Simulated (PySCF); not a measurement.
# What an electron can do to SnH

CCSD(T) in PySCF with def2-TZVPPD on every atom (core potentials on Sn), for the lowest determinant that a PBE0 search found; no spin–orbit coupling.

```tsv
species	state (unpaired electrons)	Re (Å)	ωe (cm⁻¹)	energy of the minimum from the neutral (eV)	De (eV)	dissociates to
SnH	doublet (π ↑)	1.766	1731	0.00	2.66	Sn + H
SnH⁺	singlet (closed shell)	1.747	1846	7.11	2.81	Sn⁺ + H
SnH⁻	triplet (π ↑↑)	1.801	1549	-1.20	2.55	Sn⁻ + H
```

Question: Work out the lowest energy to break SnH into atoms, from its vibrational ground state.

Answer: D0 = De − ωe/2 = 2.66 − 0.11 = 2.55 eV (CCSD(T)/def2-TZVPPD).

Question: Work out the ionisation energy of the Sn atom at this level and the threshold of dissociative ionisation.

Answer: IE(Sn) = 7.11 + 2.81 − 2.66 = 7.26 eV, so Sn⁺ + H + e⁻ appears at D0 + IE(Sn) = 9.81 eV (CCSD(T)/def2-TZVPPD). The measured IE(Sn) is 7.344 eV (NIST ASD).

Question: Work out the electron affinity of the Sn atom and the threshold of dissociative attachment.

Answer: EA(Sn) = 2.66 − 2.55 − (-1.20) = 1.31 eV, so Sn⁻ + H needs D0 − EA(Sn) = 1.24 eV (CCSD(T)/def2-TZVPPD). The measured EA(Sn) is 1.112 eV.

These are thermodynamic thresholds; the onsets seen under electron impact lie higher where the geometry changes, and cross-sections peak well above them.

Correlated steps freeze 4 core orbitals. These are scalar-relativistic numbers at best; spin–orbit coupling would shift them, the dissociation energy most. For an ion De counts to the pair picked by the measured ionisation energies or electron affinities, which need not be the lowest pair at this level. Where the molecule has an RHF reference, its open-shell atoms are computed with UHF. States were picked by a PBE0 search and need not be the measured ground states.
